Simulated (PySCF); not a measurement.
**HF beside CCSD(T) along group 13: bonds to Tl**

HF and CCSD(T) in PySCF with def2-SVP on every atom (core potentials on In, Tl), for the lowest determinant that a PBE0 search found; no spin–orbit coupling.

| molecule | state (unpaired electrons) | HF Re (Å) | HF ωe (cm⁻¹) | HF De (eV) | CCSD(T) Re (Å) | CCSD(T) ωe (cm⁻¹) | CCSD(T) De (eV) |
| --- | --- | --- | --- | --- | --- | --- | --- |
| AlTl | triplet (σ ↑, π ↑) | 2.965 | 183 | 0.62 | ? | ? | ? |
| TlGa | triplet (σ ↑, π ↑) | 2.966 | 125 | 0.60 | 2.924 | 127 | 1.09 |
| TlIn | triplet (σ ↑, π ↑) | 3.143 | 98.8 | 0.55 | 3.101 | 101 | 1.02 |
| Tl2 | triplet (σ ↑, π ↑) | 3.186 | 81.7 | 0.51 | 3.152 | 82.9 | 0.97 |

(1) Estimate the CCSD(T) values of AlTl by adding the mean shift from HF to CCSD(T) of the other rows, and compare with the calculation.

(2) What are the mean differences of HF from CCSD(T) over the whole series?

In a basis of this size CCSD(T) is itself not converged; it tends to give bonds that are too long and too weak.

Correlated steps freeze the inner cores (8 to 13 orbitals); shallow outer-core shells are correlated. Correlated levels converge slowly with the basis: in double zeta they bind strong bonds too weakly, by up to about 1 eV, and carry superposition errors of some tenths. These are scalar-relativistic numbers at best; spin–orbit coupling would shift them, the dissociation energy most. States were picked by a PBE0 search and need not be the measured ground states.

Results:

(1) The mean shifts are -3.9 pm, +2 cm⁻¹ and +0.47 eV, which give 2.926 Å, 185 cm⁻¹ and 1.09 eV. CCSD(T)/def2-SVP gives Re = 2.918 Å, ωe = 188 cm⁻¹, De = 1.10 eV.

(2) Re +4.1 pm, ωe -3 cm⁻¹, De -0.48 eV.
